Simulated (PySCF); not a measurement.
## How methods differ on the ionisation energy of Xe(28+)

Xe(28+) [Ar] 3d8 (3F) → Xe(29+) [Ar] 3d7 (4F), as a difference of total energies. Calculation: PySCF 2.14, in an even-tempered Gaussian basis (19 s from 3.9 bohr⁻², ratio 2.5; 13 p from 5 bohr⁻², ratio 2.5; 8 d from 5 bohr⁻², ratio 2.5; 4 f from 23 bohr⁻², ratio 2.7; 3 g from 34 bohr⁻², ratio 2.7); scalar relativity by spin-free X2C-1e. Correlated levels: outer shells: [Ne] frozen; virtual orbitals above 40 to 60 times the deepest correlated orbital energy dropped. The calculations carry no spin-orbit coupling.

| method | ionisation energy (eV) |
| --- | --- |
| UHF | 1658.2 |
| LDA | 1659.5 |
| PBE | 1659.2 |
| PBE0 | 1659.5 |
| r2SCAN | 1660.3 |
| TPSSh | 1658.3 |
| B2PLYP | 1659.5 |
| MP2 (outer shells) | 1659.7 |
| SCS-MP2 (outer shells) | 1659.6 |

A first-order spin-orbit estimate (lowest level to lowest level, LS coupling) adds -0.236 eV.

Breit and QED terms and the two-electron picture change are absent.

For comparison: 1653 ± 4 eV (theoretical estimate listed by NIST; NIST Atomic Spectra Database, ionization energies).
